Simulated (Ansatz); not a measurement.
Two members of one family ([LnCl6]3-), computed with Ansatz in the gas phase; def2 core potentials for Eu, Gd, no spin–orbit coupling. The two geometries come from different levels. HOMO and LUMO are taken over both spins. With an open 4f shell the SCF may have ended above the lowest state. Levels of anions in sets without diffuse functions are rough. The structures are stationary points that may keep the symmetry of their start. Remarks come from the PBE and PBE0 runs and from stability tests at other levels; not every state was tested. A HOMO above zero means that the electron is unbound at that level and held by the basis, or that self-interaction error raises the level; the energy of removing that electron tells which.

First: [EuCl6]3- (septet, charge -3, r2SCAN-D4/def2-SVP geometry).

```xyz
7

Eu    0.000    0.000    0.000
Cl    0.772    2.553    0.803
Cl   -0.772   -2.552   -0.804
Cl    2.300   -1.013    1.201
Cl   -2.301    1.012   -1.200
Cl    1.361    0.404   -2.396
Cl   -1.360   -0.405    2.397
```

```csv
level,HOMO (eV),LUMO (eV),gap (eV)
PBE-D4/def2-SVP,5.50,5.71,0.21
PBE-D4/def2-TZVP,4.68,4.90,0.22
r2SCAN-D4/def2-TZVP,4.20,4.73,0.53
PBE0-D4/def2-SVP,3.98,6.52,2.54
PBE0-D4/def2-TZVP,3.19,5.86,2.67
```

Metal–donor distances: 6 × Cl 2.79 Å. Remarks: HOMO above zero at PBE or PBE0, spin-contaminated (⟨S²⟩ up to 12.25).

Second: [GdCl6]3- (octet, charge -3, PBE-D4/def2-SVP geometry).

```xyz
7

Gd   -0.0008    0.0006    0.0005
Cl    1.6341    2.1973    0.0970
Cl   -1.6364   -2.1971   -0.0907
Cl   -0.8376    0.7360   -2.5041
Cl    0.8408   -0.7382    2.5013
Cl   -2.0306    1.4650    1.1130
Cl    2.0305   -1.4636   -1.1169
```

Question: Estimate how these quantities change from the first to the second (second minus first).

Answer: 
```
              level  Δ HOMO (eV)  Δ LUMO (eV)  Δ gap (eV)
    PBE-D4/def2-SVP         0.04         2.64        2.60
   PBE-D4/def2-TZVP         0.01         2.48        2.47
r2SCAN-D4/def2-TZVP         0.10         4.41        4.31
   PBE0-D4/def2-SVP         0.11         3.95        3.84
  PBE0-D4/def2-TZVP         0.11         4.29        4.17
```

Metal–donor distances: 6 × Cl 2.74 Å. Remarks: HOMO above zero at PBE or PBE0.
